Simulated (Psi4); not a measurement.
Pair of molecules, SMILES P with SMILES [AsH3], pulled apart as rigid monomers along the line of their centres of mass from the B3LYP-D3(BJ)/def2-TZVP minimum (SMILES order as in the coordinates).
Starting geometry (charge 0, multiplicity 1):
```xyz
8

P     -0.5518     0.1766     0.2743
H      0.7162    -0.4564     0.2556
H     -1.2642    -1.0484     0.2453
H     -0.5941     0.3428    -1.1351
As    -0.4515    -0.2415     3.8900
H     -1.8152     0.4360     3.9278
H      0.2822     1.0922     3.9484
H     -0.4163    -0.4018     5.4082
```

These are SAPT0/aug-cc-pVDZ (Psi4) values and carry that method's errors.

| P1···As5 (Å) | electrostatics (kJ/mol) | exchange (kJ/mol) | induction (kJ/mol) | dispersion (kJ/mol) | total |
|---|---|---|---|---|---|
| 3.28 | -23.6 | 46.3 | -8.2 | -17.6 | -3.1 |
| 3.64 | -9.4 | 16.2 | -2.9 | [?] | -6.2 |
| 4.19 | -2.8 | 3.2 | -0.6 | -4.6 | -4.8 |
| 5.10 | -0.7 | 0.2 | -0.1 | -1.4 | -1.9 |
| 6.55 | -0.2 | 0.0 | [?] | -0.3 | -0.5 |

Task: What belongs in the gaps?

Result: 
- 6.55, induction (kJ/mol): 0.0
- 3.64, dispersion (kJ/mol): -10.1
